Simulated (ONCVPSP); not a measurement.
## cobalt: one change to an ONCV potential, before and after

Co (Z = 27), optimised norm-conserving Vanderbilt (ONCV), made with ONCVPSP 4.0.1 (PBE, scalar-relativistic). Core [Ar], reference 3d8 4s1. Waves: 4s: rc 2.60 bohr, ncon 4, nbas 7, qcut 2.1 1/bohr, 1 projector; p scattering state at 0.41 Ha: rc 2.15 bohr, ncon 4, nbas 7, qcut 4 1/bohr, 2 projectors, debl 0.5 Ha; 3d: rc 1.25 bohr, ncon 5, nbas 10, qcut 13.5 1/bohr, 1 projector; f scattering state at 0.45 Ha: rc 2.50 bohr, ncon 4, nbas 7, qcut 5 1/bohr, 2 projectors, debl 1.6 Ha. Local part: polynomial inside 1.25 bohr (lpopt 5, dvloc0 0 Ha). Core correction: Teter function, fcfact 3.5, rcfact 1.

All-electron outer shells of the reference configuration (PBE, scalar-relativistic, ld1.x):

```
shell  level (eV)  outermost node (bohr)  outermost maximum (bohr)
   3p      -60.97                   0.28                      0.68
   4s       -4.37                   0.97                      2.44
   3d       -4.24                      –                      0.68
```

Change: s: qcut 2.6; p: qcut 5; d: qcut 17; f: qcut 6.3.

Cutoffs: the cutoffs (Ha) at which the residual kinetic energy of the hardest occupied pseudo-wave falls to 1 and 0.1 mHa per electron; they do not see the model core or the augmentation charge, which bear on the density cutoff. Errors are all-electron minus pseudo energies relative to the spin-unpolarised reference configuration.

Task: What does the change do?

Result: The potential gets harder (70 Ha and 79 Ha → 93 Ha and 109 Ha); the bound ghosts move from s to p, s; of the 4 tests that both files solve, the error grows in 3 and shrinks in 0 by more than 15 % and 0.3 meV (median size 29.1 → 41.9 meV); the range in which the p phases agree widens (upper end 2.2 → 3.8).

```csv
quantity,base,changed
"cutoff, loose",70 Ha,93 Ha
"cutoff, tight",79 Ha,109 Ha
loose cutoff by channel,"s 7.7 Ha, d 70 Ha","s 3.8 Ha, d 93 Ha"
bound ghosts,s,"s, p"
GHOST(+) flags under 300 eV,p at 72.1 eV,none
"error for 3d7 4s2, meV [ΔE 1.20 eV]",-57,-78
"error for 3d7 4s1, meV [ΔE 10.23 eV]",-43,-48
"error for 3d7 4s0, meV [ΔE 27.02 eV]",+15,+36
"error for 3d7.5 4s1.5, meV [ΔE 0.24 eV]",-9.0,-13
s: phases at 2.64 bohr within 0.05 rad from the reference energy up to (Ha; the scan ends near 5),1.4,n/a
p: phases at 2.18 bohr within 0.05 rad from the reference energy up to (Ha; the scan ends near 5),2.2,3.8
d: phases at 1.27 bohr within 0.05 rad from the reference energy up to (Ha; the scan ends near 5),2.5,2.6
f: phases at 2.53 bohr within 0.05 rad from the reference energy up to (Ha; the scan ends near 5),3.6,3.9
"rms error of d²Exc/dni dnj with the model core, mHa",6.61,6.64
```

 A true bound ghost makes a file unfit for plane-wave use even where its test errors are small: the radial tests pick states by their node count and pass the ghost by.
